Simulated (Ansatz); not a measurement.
Problem. Name a neutral molecule of Ge, O, Si and H with HOMO energy (PBE/def2-TZVPP) between -7.50 and -7.20 eV and LUMO energy (PBE0/def2-TZVPP) between 0.00 and 0.30 eV (Ansatz, PBE0-D4/def2-TZVP geometry).

Solution. `O[SiH](O)[O][GeH3]` (-7.22 eV, 0.14 eV). Other molecules can fit too; these were computed, each in one conformer that needn't be the lowest.
